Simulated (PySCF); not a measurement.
Electron correlation in Ba²⁺ (barium, charge +2)

[Xe], closed-shell 1S. Computed with PySCF 2.14 in x2c-TZVPPall (11s7p6d2f1g, 85 functions), with the spin-free X2C one-electron Hamiltonian (Gaussian nucleus). Frozen: [Kr] 4d10; 8 electrons correlated.

MP2 pair energies summed by pair of shells (mhartree):

| pair | energy | share (%) |
| --- | --- | --- |
| 5p-5p | -112.39 | 76.4 |
| 5s-5p | -29.06 | 19.8 |
| 5s-5s | -5.67 | 3.9 |

Total MP2 correlation energy: -147.12 mhartree.

Same-spin part -35.02 and opposite-spin part -112.10 mhartree; SCS-MP2 scales them by 1/3 and 6/5 to -146.19 mhartree.

This basis was not built for core-valence correlation, so the inner-shell part is incomplete.
